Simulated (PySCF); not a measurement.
**Löwdin shares of the frontier orbitals**

Species: cyclo-(Cl2SiSe)2.
Z-matrix (Å and degrees, PBE0-D3(BJ)/def2-SVP geometry), rows numbered from 1:
```
Si
Cl  1  2.0495
Cl  1  2.0482  2  106.81
Se  1  2.2737  2  111.74  3   123.28
Si  4  2.2726  1   78.47  2   120.20
Cl  5  2.0488  4  112.62  1   119.68
Cl  5  2.0484  4  111.88  1  -120.04
Se  1  2.2726  2  112.58  3  -123.23
```

The calculation used TDDFT B3LYP/def2-SVPD, vertical, gas phase, core orbitals frozen in the response (PySCF 2.14.0, density-fitted response routines). The B3LYP/def2-SVPD calculation is non-relativistic and has no spin–orbit coupling, an omission that weighs most on selenium.

Kohn–Sham orbitals with the atoms that hold most of them (Löwdin shares over 4%, at most four atoms; ? is withheld):

| orbital | ε (eV) | atoms |
| --- | --- | --- |
| HOMO-3 | -8.99 | Se4 16%, Se8 16%, Cl2 14%, Cl7 14% |
| HOMO-2 | -8.77 | Se4 37%, Se8 37%, Si1 7%, Si5 7% |
| HOMO-1 | -8.05 | ? |
| HOMO | -7.50 | Se4 40%, Se8 40%, Si5 4%, Si1 4% |
| LUMO | -2.37 | ? |
| LUMO+1 | -1.67 | Si1 16%, Si5 15%, Cl6 12%, Cl2 12% |
| LUMO+2 | -0.96 | Si1 18%, Si5 18%, Se4 14%, Se8 14% |

Problem. Which atoms hold the LUMO, and with what shares?

Solution. Se4 (bonded to 2 Si) 26%; Se8 (bonded to 2 Si) 26%; Si1 (bonded to 2 Cl and 2 Se) 14%; Si5 (bonded to 2 Cl and 2 Se) 14%. By element: selenium 52%, silicon 28%.

Problem. Give the leading atoms of the HOMO-1.

Solution. Se8 (bonded to 2 Si) 31%; Se4 (bonded to 2 Si) 30%; Cl7 (bonded to Si) 7%; Cl2 (bonded to Si) 7%. By element: selenium 61%, chlorine 14% or more.

Problem. How does S1 compare with the orbital gap of 5.13 eV?

Solution. S1 is at 4.05 eV (f = 0.0000), 1.08 eV below the gap, made of HOMO→LUMO (99%). Without the coupling terms of the response equations the lowest excitation would equal the gap.

Problem. Give energy, strength and leading configuration of S1, S2, S3, S4 and S5, and follow the Löwdin shares of the leading atoms from the occupied to the empty orbital.

Solution. 
- S1 (4.05 eV, f 0.0000), HOMO→LUMO (99%): Se4 40% → 26%, Se8 40% → 26%
- S2 (4.65 eV, f 0.0000), HOMO-1→LUMO (99%): Se8 31% → 26%, Se4 30% → 26%
- S3 (4.91 eV, f 0.0000), HOMO→LUMO+1 (99%): Se4 40% → at most 13%, Se8 40% → at most 13%, Si1 4% → 16%, Si5 4% → 15%
- S4 (5.43 eV, f 0.0000), HOMO-2→LUMO (99%): Se4 37% → 26%, Se8 37% → 26%
- S5 (5.46 eV, f 0.016), HOMO-1→LUMO+1 (86%): Se8 31% → at most 13%, Se4 30% → at most 13%, Si1 at most 8% → 16%, Si5 at most 8% → 15%

Löwdin shares depend on the basis, the more so with diffuse functions.

The run took 7.9 min of wall time (grids of density and orbitals included) on one thread, Intel Xeon at 2.50 GHz (x86_64), shared host with 64 logical CPUs at a one-minute load of 63, and the process peaked at 1.4 GiB of memory.

One conformer stands for the species.
